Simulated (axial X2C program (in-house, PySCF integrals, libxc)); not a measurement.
**Which molecule has these constants?**

Computed with an axial X2C code built on PySCF integrals, spin-free (one-electron X2C) or two-component (2c: spin–orbit coupling with atomic mean-field Coulomb and Gaunt terms, which also bring small scalar terms), in Dyall basis sets with cores contracted in-house; open shells are unrestricted.

A two-component PBE0 calculation in a Dyall 3-zeta basis gave Re = 2.664 Å, ωe = 227.8 cm⁻¹, De = 1.80 eV, dipole magnitude 6.36 D, Ω = 3.

Question: Which molecule is it?
A. IrH
B. LiIr
C. NaIr

Answer: C. The others have IrH 1.551 Å and 2312.7 cm⁻¹ (Ω = 3); LiIr 2.329 Å and 451.4 cm⁻¹ (Ω = 3).

Each entry is the lowest single determinant of a limited PBE0 search at one distance. De goes to single-determinant-based atoms at the same level (for ions the charge split of lowest energy) and is withheld (n/a) where an atom does not fit its ground term or J level. Main or longest-lived isotopes. One determinant is a doubtful description, or other states lie close, for NaIr, IrH, LiIr; these need not be ground states, and all values refer to the states named. With several unpaired electrons the Ω given is that of one determinant, not necessarily of the lowest component. The functionals have no current term, which raises determinants with orbital currents.
